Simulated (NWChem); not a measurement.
Molecule: BCl

Program: NWChem. Coordinates come from a PBE0/def2-SVP optimisation. Core excitations by TDA in a window of 1s orbitals, non-relativistic and unshifted: absolute energies depend strongly on the exact-exchange share.

Task: Predict the results for Cl K edge, B3LYP/cc-pVTZ. Quantities: first 1s excitation (eV); dipole oscillator strength of the first.

Result: 
```yaml
first 1s excitation (eV): 2761.0
dipole_oscillator_strength_of_the_first: 0.0015
```
